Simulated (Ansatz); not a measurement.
One change: `[BH2][GeH2][PH2]` becomes `[BH2][GeH2][CH3]`.

Ansatz, PBE0-D4/def2-TZVP geometries, multiplicity 1. Each molecule was computed in one conformer, which needn't be the lowest.

Scalar relativity is left out up to krypton.

```json
{"property": "HOMO energy (PBE/def2-TZVPP) / eV", "`[BH2][GeH2][PH2]`": "-6.45"}
{"property": "size of the dipole moment (ωB97M-V/def2-TZVPP) / D", "`[BH2][GeH2][PH2]`": "0.75"}
{"property": "LUMO energy (PBE/def2-TZVPP) / eV", "`[BH2][GeH2][PH2]`": "-3.50"}
{"property": "HOMO energy (PBE0/def2-TZVPP) / eV", "`[BH2][GeH2][PH2]`": "-7.48"}
{"property": "size of the dipole moment (PBE/def2-TZVPP) / D", "`[BH2][GeH2][PH2]`": "0.63"}
{"property": "HOMO energy (ωB97M-V/def2-TZVPP) / eV", "`[BH2][GeH2][PH2]`": "-9.51"}
```

(1) What does the change do to each property? (An estimate is asked.)

Answers

(1) The calculation gave: 
```csv
property,`[BH2][GeH2][CH3]`,shift
HOMO energy (PBE/def2-TZVPP) / eV,-6.84,-0.39
size of the dipole moment (ωB97M-V/def2-TZVPP) / D,0.62,-0.13
LUMO energy (PBE/def2-TZVPP) / eV,-3.29,0.21
HOMO energy (PBE0/def2-TZVPP) / eV,-8.03,-0.55
size of the dipole moment (PBE/def2-TZVPP) / D,0.60,-0.03
HOMO energy (ωB97M-V/def2-TZVPP) / eV,-10.19,-0.68
```

With PBE0 the HOMO falls by 0.55 eV and the LUMO rises by 0.25 eV, so the gap widens by about 0.80 eV. PBE moves the HOMO by -0.39 eV and ωB97M-V by -0.68 eV. Dipoles are sizes alone; their direction can turn.
